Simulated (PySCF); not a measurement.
# Peak assignment

Geometry (Å), atoms numbered from 1 in this order:
```xyz
16

C     1.773    1.013    0.989
O     0.518    1.358    0.464
C    -0.096    0.352   -0.239
O    -0.351   -0.728    0.595
C    -0.476   -1.978   -0.026
C    -1.377    0.952   -0.814
F    -1.890    0.092   -1.729
F    -2.292    1.130    0.148
H     2.470    0.701    0.186
H     2.177    1.907    1.481
H     1.693    0.196    1.723
H     0.531    0.016   -1.102
H     0.359   -2.166   -0.728
H    -0.447   -2.739    0.765
H    -1.423   -2.077   -0.582
H    -1.175    1.919   -1.307
```

Theoretical values (PySCF 2.14): spin–spin couplings from B3LYP/pcJ-1 (spin–dipole term only in couplings to heteroatoms), PBE0-D3(BJ)/def2-SVP geometry, shielding tensors at B97-2/pcSseg-1 (GIAO). Non-relativistic Hamiltonian, averaged over atoms made equivalent by symmetry, fast rotation or ring inversion, isolated molecule, a single conformation.

Referencing at the same level of theory: TMS for ¹³C, ¹H.

**Question.** Assign these signals to the numbered atoms. ¹³C{¹H} NMR (computed): δ 117.2 (t, J = 305.7 Hz), 103.4 (t, J = 26.1 Hz), 56.2.

**Answer.** 
117.2 → C6, sp3 CH bonded to 2 F: 2 electronegative neighbours deshield it
103.4 → C3, sp3 carbon bearing two oxygens: 2 electronegative neighbours deshield it
56.2 → C1/C5, methyl carbon bonded to O: the inductive effect lowers its shielding

**Question.** Assign these signals to the numbered atoms. ¹H NMR (300 MHz, computed): δ 5.58 (t, J = 61.9 Hz, 1H), 3.81 (t, J = 9.1 Hz, 1H), 3.40 (m, 6H).

**Answer.** 
5.58 → H16, hydrogen on an sp3 CH bonded to 2 F: its carbon carries F, which withdraws density
3.81 → H12, hydrogen on an sp3 carbon bearing two oxygens: its carbon carries O, which withdraws density
3.40 → H9/H10/H11/H13/H14/H15, hydrogen on a methyl carbon bonded to O: its carbon carries O, an electronegative neighbour

C–F couplings over four or more bonds (about 3 Hz to the para carbon of a fluoroarene) are left out. Common functionals overestimate the size of one-bond C–F couplings by tens of Hz; these are unscaled. Multiplet labels drop couplings under 1 Hz and merge nearly equal ones. Unscaled 3J(H,H) at this level run about 10 % above measured values. Shifts are as computed. Against solution values, carbons near 30 ppm lie about +1 ppm off and those near 130 ppm about +2 ppm. Of 1309 compounds with measured shifts, 239 miss one by over three times the rms of a fit or turn the order of signals round; such compounds aren't used in these exercises. Vicinal couplings across rotatable single bonds and in flexible rings belong to the one computed conformer; a conformer average would change them.
